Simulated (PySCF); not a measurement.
**Electron correlation in Te (tellurium, neutral)**

[Kr] 4d10 5s1 5p5, high-spin 3P determinant (an excited configuration). Computed with PySCF 2.14 in dyall-av2z (22s16p12d, 130 functions), with the non-relativistic Hamiltonian (point nucleus). Frozen: [Kr] 4d10; 6 electrons correlated; the 62 highest virtual orbitals of each spin left out.

```tsv
level	correlation energy (mhartree)
CCSD	-146.79
(T)	-9.83
CCSD(T)	-156.62
```

Diagnostics: T1 = 0.027, D1 = 0.0569, largest double amplitude 0.246.

Is a single reference adequate?

Not fully. A non-relativistic calculation at this Z misses sizeable relativistic shifts. A double-excitation amplitude exceeds 0.15, a sign of near-degeneracy.
